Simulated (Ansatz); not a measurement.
Stepwise reaction of `F[SiH](Br)Br` with hydrogen fluoride, as a gas-phase model of exchange steps in deposition or etching. ΔE in kJ/mol; ΔG adds harmonic PBE0-D4 terms to CCSD(T)/CBS, at 1 bar.

Gas-phase electronic energies from Ansatz, PBE0-D4/def2-TZVP geometries. CBS: MP2 limit from def2 TZ/QZ plus the TZ coupled-cluster correction, frozen cores. This one scheme is used for every species. Functionals use def2-TZVPP. B3LYP here is the variant with VWN-RPA as its local correlation; programs differ in this. For Br outer-core shells are correlated without core-valence functions, which leaves a few kJ/mol of doubt a bond. Scalar relativity is left out up to krypton.

```
step                                  reaction  PBE-D4  B3LYP-D4  ωB97M-V  CCSD(T)/CBS  ΔG(400 K)
   2  `F[SiH](F)Br` + H–F → `F[SiH](F)F` + HBr   -52.2     -64.6    -63.1        -60.4      -62.4
```

Task: Give the row of step 1, `F[SiH](Br)Br` + H–F → `F[SiH](F)Br` + HBr. (An estimate is asked.)

Result: The calculation gave: 
| step | reaction | PBE-D4 | B3LYP-D4 | ωB97M-V | CCSD(T)/CBS | ΔG(400 K) |
| --- | --- | --- | --- | --- | --- | --- |
| 1 | `F[SiH](Br)Br` + H–F → `F[SiH](F)Br` + HBr | -46.8 | -58.9 | -57.9 | -52.8 | -58.7 |

Task: By hand: ΔE of the 2 steps together at CCSD(T)/CBS.

Result: (-52.8) + (-60.4) = -113.2 kJ/mol, or -56.6 kJ/mol a step.

In ΔE each step is lower than the one before. All are downhill at CCSD(T)/CBS. ΔG lies between -62.4 and -58.7 kJ/mol a step. PBE-D4 differs from CCSD(T)/CBS by 6.0 to 8.2 kJ/mol a step. Only this route is followed, and other bonds may react first. Isolated molecules leave out the surface, adducts and barriers. Largest T1 diagnostic: 0.012.
